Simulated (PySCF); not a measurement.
# Löwdin shares of the frontier orbitals

C₆H₅BO₂.
Cartesian coordinates in Å at the PBE0-D3(BJ)/def2-SVP level; atoms count from 1:
```
atom  x, y, z in Å
B1     2.5732    0.2191   -0.1719
O2     1.7005    1.2801   -0.0567
C3     0.4537    0.7252   -0.0072
C4    -0.7776    1.3464    0.1070
C5    -1.9003    0.5109    0.1332
C6    -1.7780   -0.8798    0.0477
C7    -0.5274   -1.4977   -0.0676
C8     0.5757   -0.6626   -0.0924
O9     1.8992   -0.9835   -0.1957
H10    3.7611    0.3286   -0.2422
H11   -0.8592    2.4321    0.1727
H12   -2.8933    0.9564    0.2222
H13   -2.6773   -1.4986    0.0713
H14   -0.4179   -2.5808   -0.1351
```

Level of theory: TDDFT B3LYP/def2-SVPD, vertical, gas phase, core orbitals frozen in the response in PySCF.

Kohn–Sham orbitals with the atoms that hold most of them (Löwdin shares over 4%, at most four atoms; ? is withheld):

| orbital | ε (eV) | atoms |
| --- | --- | --- |
| HOMO-3 | -9.95 | C5 18%, C6 18%, C4 13%, C7 13% |
| HOMO-2 | -9.78 | C8 12%, C3 12%, O2 11%, O9 11% |
| HOMO-1 | -7.25 | ? |
| HOMO | -6.81 | ? |
| LUMO | -0.85 | C4 20%, C7 20%, B1 9%, C5 9% |
| LUMO+1 | -0.32 | C5 21%, C6 21%, C8 15%, C3 15% |
| LUMO+2 | 0.12 | B1 33%, O2 19%, O9 19%, H10 11% |

Problem. Which atoms hold the HOMO-1, and with what shares?

Solution. C4 (bonded to 2 C and H) 24%; C7 (bonded to 2 C and H) 24%; C6 (bonded to 2 C and H) 11%; C5 (bonded to 2 C and H) 11%.

Problem. Give the leading atoms of the HOMO.

Solution. C5 (bonded to 2 C and H) 17%; C6 (bonded to 2 C and H) 17%; C8 (bonded to 2 C and O) 16%; C3 (bonded to 2 C and O) 16%.

Problem. The HOMO–LUMO gap is 5.97 eV. Where does the response calculation put the lowest singlet, and from which orbitals?

Solution. S1 is at 5.17 eV (f = 0.063), 0.79 eV below the gap, made of HOMO→LUMO (76%), HOMO-1→LUMO+1 (24%). Without the coupling terms of the response equations the lowest excitation would equal the gap.

Next come S2 at 5.83 eV (f 0.0015), HOMO-1→LUMO (53%), HOMO→LUMO+1 (44%); S3 at 6.14 eV (f 0.143), HOMO→LUMO+2 (88%); S4 at 6.38 eV (f 0.0040), HOMO→LUMO+3 (98%); S5 at 6.55 eV (f 0.083), HOMO-1→LUMO+2 (61%), HOMO→LUMO+1 (27%), HOMO-1→LUMO (11%).

Löwdin shares depend on the basis, the more so with diffuse functions.
